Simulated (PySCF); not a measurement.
Compound: C9H16.
Geometry (GFN2-xTB, Å), atoms numbered from 1 in this order:
```xyz
25
C9H16 angstrom
C     -3.0197   -0.7024    0.2199
C     -1.5287   -0.9340    0.0023
C     -0.7197    0.3189    0.2994
C     -0.8480    1.4883   -0.6936
C      0.6806    1.6159   -0.7257
C      0.8031    0.2913    0.0426
C      1.8105    0.1682    1.1951
C      2.6298   -0.8286    0.3635
C      1.4914   -0.8870   -0.6653
H     -3.2172   -0.4246    1.2530
H     -3.3773    0.0984   -0.4227
H     -3.5832   -1.6045   -0.0072
H     -1.3585   -1.2403   -1.0321
H     -1.1904   -1.7425    0.6552
H     -0.9227    0.6422    1.3242
H     -1.2633    1.1771   -1.6501
H     -1.3904    2.3617   -0.3378
H      1.1341    1.6264   -1.7154
H      1.0524    2.4681   -0.1584
H      1.3725   -0.2744    2.0886
H      2.3203    1.0899    1.4712
H      3.5460   -0.3989   -0.0358
H      2.8669   -1.7696    0.8555
H      1.7760   -0.7021   -1.6996
H      0.9243   -1.8133   -0.6175
```

Definitions: NICS(0) = −σiso at the ring centroid; NICS(1) = −σiso and NICS(1)zz = −σzz at ±1 Å along the ring normal z. Level: GIAO PBE0/pcSseg-1 (PySCF, non-relativistic, gas phase) on the GFN2-xTB geometry, one conformer.

Ring bond lengths (Å), with Mayer bond orders in brackets: C3–C4 1.540 (1.03), C4–C5 1.534 (1.07), C5–C6 1.536 (0.99), C6–C3 1.545 (0.93); C6–C7 1.536 (1.00), C7–C8 1.535 (1.05), C8–C9 1.535 (1.06), C9–C6 1.537 (0.99).

Task: What do the NICS probes read (ppm)?

Result: 
```csv
ring,type,NICS(0),"NICS(1), two faces","NICS(1)zz, two faces",rms pucker (Å),"centre to ring atoms, mean (Å)"
C3–C4–C5–C6,4-membered carbocycle; formal bonds all single,-1.1,-0.8 / -1.2,4.0 / 5.5,0.07,1.09
C6–C7–C8–C9,4-membered carbocycle; formal bonds all single,-0.5,-0.4 / -0.7,4.8 / 4.5,0.06,1.08
```

Task: What do they say, and how far can they be read as aromaticity?

Result: 
- C3–C4–C5–C6: mean NICS(1)zz 4.7 ppm, deshielded. C3, C4, C5, C6 have four or more neighbours, so the value isn't read as a sign of a π ring current.
- C6–C7–C8–C9: mean NICS(1)zz 4.6 ppm, deshielded. C6, C7, C8, C9 have four or more neighbours; no verdict on aromaticity is drawn.

Task: What field does 9.4 T along the ring normal induce along that normal at the second NICS(1) probe listed for ring C6–C7–C8–C9, 1 Å off the ring?

Result: NICSzz × B0 = 4.5 ppm × 9.4 T = 42 μT, along the applied field.

Task: How shielded are the nuclei of the rings and their hydrogens (means over atoms taken as equivalent)?

Result: 
```csv
atoms,environment,σ isotropic (ppm)
C3,four-membered-ring carbon,140.7
C4,four-membered-ring carbon,163.7
C5,four-membered-ring carbon,150.6
C6,sp3 carbon at a ring junction,145.7
C7,four-membered-ring carbon,150.5
C8,four-membered-ring carbon,171.7
C9,four-membered-ring carbon,157.3
H15,methine hydrogen,30.12
H16,methylene hydrogen,30.41
H17,methylene hydrogen,29.70
H18,methylene hydrogen,29.75
H19,methylene hydrogen,29.68
H20,methylene hydrogen,29.74
H21,methylene hydrogen,29.82
```

The list is cut; further classes of hydrogen are left out.
